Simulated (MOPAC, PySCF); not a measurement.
C$_{2}$H$_{2}$S, SMILES `C#CS`, neutral singlet in the gas phase. 

Cartesian coordinates (Å):
SMILES: C(S)#C
```xyz
5

C      1.1394     0.1261    -0.6362
C      0.1281    -0.1247    -0.0095
S     -1.1814    -0.5763     0.9482
H      2.0196     0.3593    -1.1989
H     -2.1058     0.2155     0.3449
```
Charge 0, multiplicity 1.

All levels are single points at this geometry (PBE-D3(BJ)/def2-TZVP); Pople sets use spherical d functions. Orbital energies aren't observables, and empty levels follow the basis.

PM7 in MOPAC gives dipole (D) = 1.42.

### Question
Estimate the dipole (D) from each of these levels: PBE-D3(BJ)/def2-TZVP in PySCF; B3LYP/3-21G in PySCF; B3LYP/6-311+G** in PySCF; B3LYP/LANL2DZ in PySCF; BP86/6-31G* in PySCF; M06-2X/6-31G* in PySCF; PBE/6-31G* in PySCF; HF/3-21G in PySCF; HF/6-31G* in PySCF; HF/STO-3G in PySCF; AM1 in MOPAC; PM6 in MOPAC.

### Answer

```csv
level,dipole (D)
PBE-D3(BJ)/def2-TZVP in PySCF,0.82
B3LYP/3-21G in PySCF,1.21
B3LYP/6-311+G** in PySCF,0.93
B3LYP/LANL2DZ in PySCF,1.23
BP86/6-31G* in PySCF,0.98
M06-2X/6-31G* in PySCF,1.01
PBE/6-31G* in PySCF,0.99
HF/3-21G in PySCF,1.34
HF/6-31G* in PySCF,1.04
HF/STO-3G in PySCF,0.83
AM1 in MOPAC,1.19
PM6 in MOPAC,1.11
```
